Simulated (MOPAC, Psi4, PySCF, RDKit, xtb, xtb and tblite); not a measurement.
Two geometries of SMILES C(CB(O)O)OC, relaxed at GFN2-xTB with one dihedral held; other torsions can differ between them too.

Structure A

```
16

C      1.8550    -0.7155     0.7621
O      1.2595     0.4956     0.3761
C      0.6941     0.4818    -0.9285
C     -0.4953     1.4427    -0.9851
B     -0.1232     2.9549    -0.5810
O     -0.8195     3.9611    -1.1539
O      0.8448     3.2530     0.3167
H      1.1306    -1.5383     0.7480
H      2.2190    -0.5719     1.7780
H      2.6972    -0.9757     0.1090
H      1.4620     0.7727    -1.6603
H      0.3619    -0.5371    -1.1710
H     -1.2611     1.0760    -0.2986
H     -0.9230     1.4040    -1.9858
H     -0.5576     4.8312    -0.8489
H      1.2850     2.4781     0.6758
```

Structure B

```
16

C      1.8546    -0.7187     0.7679
O      1.2959     0.5017     0.3563
C      0.7030     0.4873    -0.9396
C     -0.6564     1.1923    -0.9104
B     -0.5907     2.7018    -0.3581
O     -1.4925     3.5932    -0.8253
O      0.3152     3.1054     0.5626
H      1.1034    -1.5167     0.7923
H      2.2395    -0.5569     1.7735
H      2.6783    -1.0262     0.1122
H      1.3798     0.9978    -1.6385
H      0.5803    -0.5483    -1.2783
H     -1.3274     0.6158    -0.2698
H     -1.0800     1.1665    -1.9134
H     -1.4067     4.4651    -0.4367
H      0.9175     2.4103     0.8398
```

Q: Which is lower in energy at the level PBE0-D3(BJ)/def2-SVP // GFN2-xTB in Psi4, and by how much?

A: A is lower, by 3.69 kJ/mol (dihedral C1–O2–C3–C4: 150° in A, 135° in B).

E(B) − E(A) in kJ/mol at the other levels, on the same two geometries: GFN2-xTB (xtb and tblite) 2.53; PBE0/def2-SVP // GFN2-xTB (Psi4) 3.75; PBE/def2-SVP // GFN2-xTB (Psi4) 3.81; PBE-D3(BJ)/def2-SVP // GFN2-xTB (Psi4) 3.76; UFF // GFN2-xTB (RDKit) 4.51; PM3, restricted, heats of formation // GFN2-xTB (MOPAC) 1.01; PM6, restricted, heats of formation // GFN2-xTB (MOPAC) 0.30; GFN1-xTB // GFN2-xTB (xtb) 1.32; restricted B3LYP/6-31G*, spherical d, density fitting // GFN2-xTB (PySCF) 3.87; restricted Hartree-Fock/LANL2DZ // GFN2-xTB (PySCF) 2.30; restricted Hartree-Fock/6-31G*, spherical d, density fitting // GFN2-xTB (PySCF) 3.61; restricted B3LYP/6-311+G**, spherical d, density fitting // GFN2-xTB (PySCF) 3.56.
